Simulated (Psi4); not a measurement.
Psi4 input (wB97X-D/6-311+G**):

```
memory 1500 MB

molecule {
0 2
C    -1.68707300   -0.34091900    0.21306800
Si    0.03570000    0.08483600   -0.39600800
O     0.69916900    1.36508800    0.43465100
O     0.95902600   -1.23673500   -0.03430800
H    -2.38230300    0.47941600    0.03098200
H    -1.64289400   -0.53486800    1.28853400
H    -2.06203800   -1.23317300   -0.28968400
H     0.53036200    2.24817100    0.09622300
H     1.91396200   -1.12856300   -0.06308700
symmetry c1
no_reorient
no_com
}

set {
  basis 6-311+G**
  reference uks
  scf_type df
  df_basis_scf def2-universal-jkfit
  dft_radial_points 99
  dft_spherical_points 590
  e_convergence 1e-8
  d_convergence 1e-7
  maxiter 150
}

e = energy('wb97x-d')
print_out(f'\nFINAL {e:.10f} DIPOLE {variable("CURRENT DIPOLE")[0]:.6f} {variable("CURRENT DIPOLE")[1]:.6f} {variable("CURRENT DIPOLE")[2]:.6f}\n')
```

Output:

```
   => Loading Basis Set <=

    Name: 6-311+G**
    Role: ORBITAL
    Keyword: BASIS
    atoms 1   entry C          line   129 file 6-311pgss.gbs
    atoms 2   entry SI         line   351 file 6-311pgss.gbs
    atoms 3-4 entry O          line   171 file 6-311pgss.gbs
    atoms 5-9 entry H          line    42 file 6-311pgss.gbs

   => WB97X-D: Empirical Dispersion <=

    Chai and Head-Gordon Dispersion Correction
    Chai, J.-D.; Head-Gordon, M. (2010), J. Chem. Phys., 132: 6615-6620

        s6 =       1.000000

         ---------------------------------------------------------
                                   SCF
               by Justin Turney, Rob Parrish, Andy Simmonett
                          and Daniel G. A. Smith
                              UKS Reference
         ---------------------------------------------------------

  ==> Geometry <==

    Molecular point group: c1
    Full point group: C1

    Geometry (in Angstrom), charge = 0, multiplicity = 2:

       Center              X                  Y                   Z               Mass
    ------------   -----------------  -----------------  -----------------  -----------------
         C           -1.687073000000    -0.340919000000     0.213068000000    12.000000000000
         SI           0.035700000000     0.084836000000    -0.396008000000    27.976926534650
         O            0.699169000000     1.365088000000     0.434651000000    15.994914619570
         O            0.959026000000    -1.236735000000    -0.034308000000    15.994914619570
         H           -2.382303000000     0.479416000000     0.030982000000     1.007825032230
         H           -1.642894000000    -0.534868000000     1.288534000000     1.007825032230
         H           -2.062038000000    -1.233173000000    -0.289684000000     1.007825032230
         H            0.530362000000     2.248171000000     0.096223000000     1.007825032230
         H            1.913962000000    -1.128563000000    -0.063087000000     1.007825032230

  Running in c1 symmetry.

  Rotational constants: A =      0.23383  B =      0.20127  C =      0.12121 [cm^-1]
  Rotational constants: A =   7010.02779  B =   6033.84809  C =   3633.89674 [MHz]
  Nuclear repulsion =  172.702849263331672

  Charge       = 0
  Multiplicity = 2
  Electrons    = 41
  Nalpha       = 21
  Nbeta        = 20

  ==> Algorithm <==

  SCF Algorithm Type is DF.
  DIIS enabled.
  MOM disabled.
[...]
    Beta Occupied:

       1A    -66.286667     2A    -19.254533     3A    -19.250730
       4A    -10.269390     5A     -5.416149     6A     -3.762301
       7A     -3.760199     8A     -3.757439     9A     -1.118342
      10A     -1.097470    11A     -0.798942    12A     -0.654966
      13A     -0.609045    14A     -0.503173    15A     -0.496393
      16A     -0.478904    17A     -0.468061    18A     -0.435812
      19A     -0.424003    20A     -0.404447

    Beta Virtual:

      21A     -0.024571    22A      0.064752    23A      0.071028
      24A      0.076506    25A      0.105456    26A      0.124069
      27A      0.127364    28A      0.139892    29A      0.160940
      30A      0.167023    31A      0.180485    32A      0.193093
      33A      0.201956    34A      0.225842    35A      0.235230
      36A      0.261682    37A      0.265653    38A      0.273363
      39A      0.299412    40A      0.315923    41A      0.334123
      42A      0.344484    43A      0.351713    44A      0.369541
      45A      0.384571    46A      0.403229    47A      0.406096
      48A      0.425580    49A      0.497715    50A      0.517562
      51A      0.544337    52A      0.575332    53A      0.619521
      54A      0.649107    55A      0.706905    56A      0.719910
      57A      0.753979    58A      0.793137    59A      0.796587
      60A      0.894091    61A      0.955332    62A      0.979919
      63A      0.998872    64A      1.095755    65A      1.114743
      66A      1.144053    67A      1.164903    68A      1.193880
      69A      1.211835    70A      1.222659    71A      1.261755
      72A      1.359232    73A      1.383332    74A      1.406838
      75A      1.464435    76A      1.502473    77A      1.539259
      78A      1.557581    79A      1.573449    80A      1.648169
      81A      1.654144    82A      1.760318    83A      1.791721
      84A      1.808250    85A      1.827159    86A      1.865615
      87A      2.117266    88A      2.123728    89A      2.134914
      90A      2.277891    91A      2.282707    92A      2.531534
      93A      2.573100    94A      2.591597    95A      2.610246
      96A      2.616895    97A      2.624411    98A      2.669629
      99A      2.920922   100A      2.953386   101A      2.991785
     102A      3.109355   103A      3.169641   104A      3.193555
     105A      3.204587   106A      3.241209   107A      3.401004
     108A      3.467961   109A      3.844685   110A      3.846431
     111A      3.894295   112A      3.952797   113A      5.067984
     114A      5.088001   115A      5.111692   116A      5.146519
     117A      5.587779   118A      5.611337   119A      5.862476
     120A     11.471386   121A     11.577859   122A     11.585413
     123A     24.068952   124A     50.023444   125A     50.031611
     126A    141.321006

    Final Occupation by Irrep:
              A
    DOCC [    20 ]
    SOCC [     1 ]
    NA   [    21 ]
    NB   [    20 ]

  @DF-UKS Final Energy:  -481.10922104766973

   => Energetics <=

    Nuclear Repulsion Energy =            172.7028492633316716
    One-Electron Energy =               -1006.7340982767183277
    Two-Electron Energy =                 385.1454477814705797
    DFT Exchange-Correlation Energy =     -32.2213877739774617
    Empirical Dispersion Energy =          -0.0020320417761786
    VV10 Nonlocal Energy =                  0.0000000000000000
    Total Energy =                       -481.1092210476697346

  UHF NO Occupations:
  HONO-2 :   19  A 1.9998788
  HONO-1 :   20  A 1.9994408
  HONO-0 :   21  A 1.0000000
  LUNO+0 :   22  A 0.0005592
  LUNO+1 :   23  A 0.0001212
  LUNO+2 :   24  A 0.0001048
  LUNO+3 :   25  A 0.0000265

Computation Completed

Properties will be evaluated at   0.000000,   0.000000,   0.000000 [a0]

Properties computed using the SCF density matrix

 Multipole Moments:

 ------------------------------------------------------------------------------------
     Multipole            Electronic (a.u.)      Nuclear  (a.u.)        Total (a.u.)
 ------------------------------------------------------------------------------------

 L = 1.  Multiply by 2.5417464519 to convert [e a0] to [Debye]
 Dipole X            :         -0.0763825            0.0000208           -0.0763617
 Dipole Y            :          0.5795871           -0.0000057            0.5795814
 Dipole Z            :         -0.3102126            0.0000151           -0.3101974
 Magnitude           :                                                    0.6617916

 ------------------------------------------------------------------------------------

FINAL -481.1092210477 DIPOLE -0.076362 0.579581 -0.310197

*** Psi4 exiting successfully. Buy a developer a beer!
```

The geometry given is a B3LYP-D3(BJ)/def2-TZVP minimum.
